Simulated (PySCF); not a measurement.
Predicted microwave data (PBE0-D3(BJ)/def2-SVP geometry optimisation, gas phase (PySCF)) for one isomer of C5H4F2:

| Property | Result |
| --- | --- |
| Rotational constants | A = 3972, B = 1658, C = 1225 MHz |
| Dipole components | \|μa\| = 0.64 D, \|μb\| = 1.40 D, \|μc\| = 1.26 D |
| Inertial defect | -19.64 u·Å² |
| κ | -0.69 |

Question: Which candidate fits, each taken in the one conformer that was computed?
A. `[CH2:1]=[C:2]=[C:3]=[CH:4][CH:5]([F:6])[F:7]` with C3–C4–C5–F6 117°
B. `[F:1]/[CH:2]=[C:3](/[F:4])[C:5]1=[CH:6][CH2:7]1` with C2–C3–C5–C6 180°
C. `[CH:1]#[C:2]/[C:3]([F:4])=[CH:5]\[CH2:6][F:7]` with C3–C5–C6–F7 -125°

Answer: C. It is C#C/C(F)=C\CF, an asymmetric top, point group C1. The candidates at the same level (rigid rotor, commonest isotopes):

```json
{"SMILES": "C#C/C(F)=C\\CF", "A (MHz)": "3972", "B (MHz)": "1658", "C (MHz)": "1225", "μa (D)": "0.64", "μb (D)": "1.40", "μc (D)": "1.26", "Δ (u·Å²)": "-19.64", "point group": "C1", "rotor": "asymmetric top"}
{"SMILES": "C=C=C=CC(F)F", "A (MHz)": "8117", "B (MHz)": "1075", "C (MHz)": "1014", "μa (D)": "2.59", "μb (D)": "0.05", "μc (D)": "0.40", "Δ (u·Å²)": "-34.44", "point group": "near Cs", "rotor": "near-prolate asymmetric top"}
{"SMILES": "F/C=C(/F)C1=CC1", "A (MHz)": "3572", "B (MHz)": "2422", "C (MHz)": "1457", "μa (D)": "0.05", "μb (D)": "0.11", "μc (D)": "0.00", "Δ (u·Å²)": "-3.41", "point group": "Cs", "rotor": "asymmetric top"}
```

`F/C=C(/F)C1=CC1` has B 46 % too high; `C=C=C=CC(F)F` has A 104 % too high. No structure here is proved a minimum.
